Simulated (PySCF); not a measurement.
**Working out the excitation energy of F**

F [He] 2s2 2p5 (2P) → F [He] 2s1 2p6 (2S). Calculation: PySCF 2.14, in aug-cc-pVTZ (5s4p3d2f, 46 functions); the non-relativistic Hamiltonian (point nucleus). Frozen: 1s2. Energies in hartree (1 hartree = 27.21139 eV):

| part | F (lower) | F (upper) |
| --- | --- | --- |
| UHF | -99.406879 | -98.528556 |
| CCSD correlation | -0.216573 | -0.323896 |
| (T) | -0.004375 | -0.059250 |

What does Hartree-Fock give?

(-98.528556) − (-99.406879) = 0.878323 hartree = 23.900 eV.

What do CCSD and CCSD(T) give?

The CCSD correlation energies differ by -0.107323 hartree = -2.920 eV and the triples by -0.054875 hartree = -1.493 eV, so CCSD gives 20.980 eV and CCSD(T) 19.487 eV.

The upper state lies above the first ionisation limit, where it may autoionise and the basis confines it.

The coupled-cluster amplitudes are large, so a single reference is strained.
